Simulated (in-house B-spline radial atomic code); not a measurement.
Computed with a B-spline radial atomic code. Model: two electrons, singlet ground state, non-relativistic, full CI in B-splines with partial waves to l = 8 (at full coupling up to 3e-4 hartree above the limit, correlation up to 0.6 % small), density held at that of full coupling by Lieb maximisation.

W(λ) is the mean repulsion in the state of coupling λ less the Hartree energy of the fixed density. Its start is exact exchange, its initial slope is twice the second-order Görling-Levy correlation energy, and its area from 0 to 1 is E_xc. A straight curve means weak, dynamic correlation, and a curve that drops fast and flattens means strong correlation.

Command:
```bash
python run_ac.py task.json out
```
Settings (lengths in bohr, energies in hartree):
```
potential              coulomb
strength               0.924
lmax                   8
wall_radius            3.4
```

Time taken, with all properties: 2.3 s on 1 thread of Intel(R) Xeon(R) Processor @ 2.30GHz, on a shared host.

**W = mean repulsion less Hartree energy, and W of three functionals.**

Given: confinement point charge; nuclear charge 0.924; hard wall radius 3.4 bohr; external potential -Z/r.

Computed: LDA exchange minus exact 90.467 millihartree; SCAN exchange minus exact 1.512 millihartree.

```
coupling  W xc (hartree)  W xc minus exchange (millihartree)  kinetic minus Kohn-Sham (millihartree)  LDA (PW92) W minus its exchange (millihartree)  PBE W minus its exchange (millihartree)  SCAN W minus its exchange (millihartree)
       0        -0.62506                                   0                                       0                                               0                                        0                                         0
    0.02        -0.62696                              -1.896                                    0.02                                          -10.84                                    -2.47                                     -1.89
    0.05        -0.62974                              -4.684                                    0.12                                          -21.76                                    -6.15                                     -4.63
    0.12               ?                                   ?                                       ?                                               ?                                        ?                                         ?
    0.25         -0.6468                             -21.738                                    2.63                                          -66.14                                    -28.6                                    -21.08
     0.4        -0.65804                             -32.982                                    6.27                                          -88.34                                    -43.1                                    -31.88
     0.6        -0.67132                             -46.257                                   12.88                                         -111.58                                   -59.92                                     -44.7
     0.8        -0.68295                             -57.888                                   20.99                                         -130.36                                   -74.48                                    -56.05
       1        -0.69321                             -68.154                                   30.21                                         -146.13                                   -87.25                                     -66.2
     1.4         -0.7105                             -85.442                                   50.83                                         -171.62                                  -108.72                                    -83.61
       2        -0.73054                             -105.48                                    84.6                                         -200.27                                  -133.81                                   -104.37
       3         -0.7541                             -129.04                                   142.7                                         -233.73                                  -164.07                                   -129.57
     4.5        -0.77689                             -151.83                                  226.83                                         -266.82                                   -194.7                                   -154.52
       7               ?                                   ?                                       ?                                               ?                                        ?                                         ?
      10        -0.81526                              -190.2                                  486.48                                         -326.81                                  -251.37                                   -195.52
```

Problem. What belongs in the row 0.12?

Solution. W xc (hartree): -0.63601; W xc minus exchange (millihartree): -10.947; kinetic minus Kohn-Sham (millihartree): 0.65; LDA (PW92) W minus its exchange (millihartree): -40.67; PBE W minus its exchange (millihartree): -14.44; SCAN W minus its exchange (millihartree): -10.71.

Problem. What belongs in the row 7?

Solution. W xc (hartree): -0.79939; W xc minus exchange (millihartree): -174.33; kinetic minus Kohn-Sham (millihartree): 353.52; LDA (PW92) W minus its exchange (millihartree): -301.12; PBE W minus its exchange (millihartree): -226.96; SCAN W minus its exchange (millihartree): -179.04.

Problem. What is the PBE exchange minus exact?

Solution. 24.5 millihartree.

**Energy parts, natural occupations and partial-wave weights.**

Computed: total energy -0.1238 hartree; correlation energy -0.03794 hartree; kinetic part of the DFT correlation energy 0.030214 hartree; kinetic part over minus potential part 0.44332; Hartree energy 1.2501 hartree; Kohn-Sham kinetic 1.0311 hartree; Lieb Oxford ratio E_xc over LDA exchange 1.2402.

| natural | occupation of the shell (electrons) |
| --- | --- |
| s | 1.9659 |
| p | 0.028144 |
| s | 0.0045157 |
| d | 0.00086972 |
| p | ? |
| f | 0.00010227 |

Problem. What belongs in the row p?

Solution. occupation of the shell (electrons): 0.00029504.

```
wave      weight
   s     0.98524
   p           ?
   d  0.00046007
   f  5.6984e-05
   g  1.2698e-05
```

Problem. What belongs in the row p?

Solution. weight: 0.014228.

Problem. What is the exchange energy?

Solution. -0.62506 hartree.

Problem. What is the initial slope twice GL2?

Solution. -0.095506 hartree.

Half-way to full coupling W has made 58 % of its drop, against 50 % for a straight line, and second-order (GL2) theory, half the initial slope, overshoots the correlation energy by about 26 %: a moderate bend, as in light atoms. Over couplings 0 to 1 the errors in E_xc come to about +35 millihartree for LDA, +13 millihartree for PBE, +2.7 millihartree for SCAN, so SCAN is nearest. In LDA and PBE the errors of exchange and correlation have opposite signs, so the sum is smaller than the larger of the two.
